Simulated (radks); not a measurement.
Problem. Species: the tantalum ion Ta1.25+. Configuration: [Xe] 4f14 5d(up 1.5, down 1.5) 6s(up 0.5, down 0.25) (fractional occupations, a model configuration). All-electron calculation, scalar-relativistic Kohn-Sham, r2SCAN, spin-polarised, spherical densities, finite nucleus; meta-GGA in the generalised Kohn-Sham scheme; Fermi nuclear charge, rms radius 5.3507 fm. Program: a radial shooting solver on a logarithmic mesh with Libxc functionals. Some entries of the table are withheld. Estimate them.

orbital,occ.,eigenvalue (hartree),r(max) (bohr),<r> (bohr)
1s up,1,-2478.625,0.01168,0.01867
1s down,1,-2478.625,0.01168,0.01867
2s up,1,-427.0761,0.06683,0.07894
2s down,1,-427.0761,0.06683,0.07894
2p up,3,-374.2301,0.05477,0.07057
2p down,3,-374.2301,0.05477,0.07057
3s up,1,-98.45542,0.1885,0.2046
3s down,1,-98.45536,0.1885,0.2046
3p up,3,-82.66130,0.1864,0.2047
3p down,3,-82.66123,0.1864,0.2047
3d up,5,-64.19647,0.1521,0.1857
3d down,5,-64.19642,0.1521,0.1857
4s up,1,-20.54723,0.4290,0.4589
4s down,1,-20.54705,0.4290,0.4589
4p up,3,-15.34344,0.4495,0.4875
4p down,3,-15.34323,0.4495,0.4875
4d up,5,-8.64668,0.4616,0.5231
4d down,5,-8.64641,0.4616,0.5231
5s up,1,-3.08752,0.9899,1.104
5s down,1,-3.08736,0.9900,1.104
5p up,3,-1.83149,(1),1.293
5p down,3,-1.83123,(2),1.292
4f up,7,-1.25914,0.4425,0.6387
4f down,7,-1.25874,0.4425,0.6386
6s up,0.5,-0.48576,2.672,(3)
6s down,0.25,-0.47020,2.670,(4)
5d up,1.5,(5),1.549,2.066
5d down,1.5,(6),1.543,2.052

Solution. 
(1) 5p up r(max) (bohr): 1.124
(2) 5p down r(max) (bohr): 1.124
(3) 6s up <r> (bohr): 3.039
(4) 6s down <r> (bohr): 3.049
(5) 5d up eigenvalue (hartree): -0.45329
(6) 5d down eigenvalue (hartree): -0.44785
